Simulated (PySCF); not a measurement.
## Excitation energy of Al by level of theory

Al [Ne] 3s2 3p1 (2P) → Al [Ne] 3s1 3p1 4s1 (4P), as a difference of total energies. Calculation: PySCF 2.14, in aug-cc-pCVTZ-DK; scalar relativity by spin-free X2C-1e. Correlated levels: valence and next inner shell: 1s2 frozen. The calculations carry no spin-orbit coupling.

| method | excitation energy (eV) |
| --- | --- |
| UHF | 6.433 |
| MP2 (valence and next inner shell) | 7.385 |
| SCS-MP2 (valence and next inner shell) | 7.603 |
| CCSD (valence and next inner shell) | 7.589 |
| CCSD(T) (valence and next inner shell) | 7.641 |

How much does correlation contribute at CCSD(T) (valence and next inner shell)?

7.641 − (6.433) = 1.208 eV, measured against UHF.

The upper state lies above the first ionisation limit, but in LS coupling its spin forbids autoionisation to the ground ion. A Rydberg-like electron needs more diffuse functions than a valence basis has.

The promoted electron is Rydberg-like, and one or two diffuse shells describe it only roughly, which tends to raise the upper state.
